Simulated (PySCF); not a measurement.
GeH3O3, SMILES [OH][Ge]([OH])[OH], multiplicity 2. Atoms are numbered in the order given.

```xyz
7

O      1.5976    -0.4340    -0.3815
Ge     0.0000     0.0000     0.3087
O     -1.1747    -1.1665    -0.3815
O     -0.4229     1.6006    -0.3815
H      1.8149    -1.3674    -0.2416
H     -2.0916    -0.8880    -0.2416
H      0.2768     2.2554    -0.2416
```
Charge 0, spin multiplicity 2.

Geometry: B3LYP-D3(BJ)/def2-SVP. The isomer is the one that the SMILES or the coordinates give; other isomers of the formula were not compared. Other conformers were not sampled.

Computed with PBE0/def2-TZVP (PySCF).

ESP charges are fitted to the potential on shells at 1.4 to 2.0 van der Waals radii. Atomic charges (e):

| atom | ESP fit | Löwdin | meta-Löwdin | Mulliken | Mulliken spin |
|---|---|---|---|---|---|
| O1 | -0.53 | [?] | -0.71 | -0.54 | 0.11 |
| Ge2 | 0.36 | [?] | 1.09 | 0.65 | 0.67 |
| O3 | -0.53 | [?] | -0.71 | -0.54 | 0.11 |
| O4 | -0.53 | [?] | -0.71 | -0.54 | 0.11 |
| H5 | 0.41 | [?] | 0.35 | 0.32 | 0.00 |
| H6 | 0.41 | [?] | 0.35 | 0.32 | 0.00 |
| H7 | 0.41 | [?] | 0.35 | 0.32 | 0.00 |

**Question.** Fill in the missing entries. (The exact figures need the calculation; the answer reports its results.)

**Answer.** 
- O1, Löwdin: -0.25
- Ge2, Löwdin: 0.25
- O3, Löwdin: -0.25
- O4, Löwdin: -0.25
- H5, Löwdin: 0.16
- H6, Löwdin: 0.16
- H7, Löwdin: 0.16
